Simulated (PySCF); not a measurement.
PySCF 2.14 output of an unrestricted revPBE calculation on a single atom or ion in aug-cc-pVTZ-PP with one added diffuse shell each of s, p, d, f, g type with ECP28MDF (7s7p6d4f3g, 113 functions), with scalar relativity through the core potential:

```
SCF conv_tol = 1e-09
number electrons alpha = 8  beta = 4
    Y. Zhang and W. Yang.,  Phys. Rev. Lett. 80, 890 (1998)
    J. P. Perdew, K. Burke, and M. Ernzerhof.,  Phys. Rev. Lett. 77, 3865 (1996)
    J. P. Perdew, K. Burke, and M. Ernzerhof.,  Phys. Rev. Lett. 78, 1396 (1997)
cycle= 1 E= -66.7256110079903  delta_E= -0.00442  |g|= 0.0118  |ddm|= 0.527
cycle= 2 E= -66.7256595080444  delta_E= -4.85e-05  |g|= 0.00608  |ddm|= 0.127
cycle= 3 E= -66.7256719336854  delta_E= -1.24e-05  |g|= 0.000524  |ddm|= 0.0178
cycle= 4 E= -66.7256720545733  delta_E= -1.21e-07  |g|= 8.6e-05  |ddm|= 0.0051
cycle= 5 E= -66.7256720577469  delta_E= -3.17e-09  |g|= 3.48e-06  |ddm|= 0.000992
cycle= 6 E= -66.7256720577629  delta_E= -1.6e-11  |g|= 1.34e-07  |ddm|= 8.64e-05
converged SCF energy = -66.7256720577629  <S^2> = 6.0007545  2S+1 = 5.0003018
```

The run itself started from symmetry-adapted Hartree-Fock orbitals and held the occupation by maximum overlap, on a logarithmic radial grid, so the iterations belong to that start.

Task: Which element, charge and spin multiplicity is this?

Result: Mo²⁺ (molybdenum, charge +2), multiplicity 5; the state was [Kr] 4d3 5p1, one real determinant (an excited configuration).

⟨L²⟩ = 14.01 against 20 for a pure G term, so this real determinant mixes terms. Energies and moments cover only the electrons outside the core potential.
